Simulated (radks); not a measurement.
Values are calculated unless marked as measured or tabulated.
Problem. Ce, configuration [Xe] 4f1 5d1 6s2 (the NIST ground configuration). Code: a radial shooting solver on a logarithmic mesh with Libxc functionals. Model: scalar-relativistic Kohn-Sham, PBEsol, spin-polarised, spherical densities, finite nucleus; open shells are filled with parallel spins first (spin-orbit coupling, left out, can overturn this in heavy ions); Fermi nuclear charge, rms radius 4.8771 fm; hard spherical wall at 2 bohr. Some entries of the table are withheld. Estimate them.

orbital  occ.  eigenvalue (eV)  <r> (bohr)
1s up       1        -40142.05     0.02458
1s down     1        -40142.05     0.02458
2s up       1        -6344.779      0.1053
2s down     1        -6344.529      0.1053
2p up       3        -5672.561     0.09241
2p down     3        -5672.364     0.09241
3s up       1        -1293.547      0.2793
3s down     1        -1293.163      0.2792
3p up       3        -1079.871      0.2774
3p down     3        -1079.476      0.2774
3d up       5        -775.5196      0.2545
3d down     5        -775.1148      0.2544
4s up       1        -199.2171      0.6486
4s down     1        -198.1061      0.6486
4p up       3        -130.9213      0.6918
4p down     3        -129.8220      0.6918
4d up       5         -33.0919      0.7734
4d down     5         -31.9740      0.7731
5s up       1          37.0677       1.219
5s down     1          38.4500       1.218
5p up       3          64.2210       1.235
5p down     3          65.6193       1.235
4f up       1          70.9415      0.9322
4f down     0          72.1346      0.9312
5d up       1         109.9372       1.222
5d down     0         111.3268       1.222
5f up       0         170.2541         (1)
5f down     0         171.5619         (2)
6s up       1         235.2594       1.199
6s down     1         236.3461       1.199
6p up       0         267.5590       1.181
6p down     0         268.6383       1.181
7s up       0              (3)       1.157
7s down     0              (4)       1.157

Solution. 
(1) 5f up <r> (bohr): 1.103
(2) 5f down <r> (bohr): 1.104
(3) 7s up eigenvalue (eV): 530.4724
(4) 7s down eigenvalue (eV): 531.6161
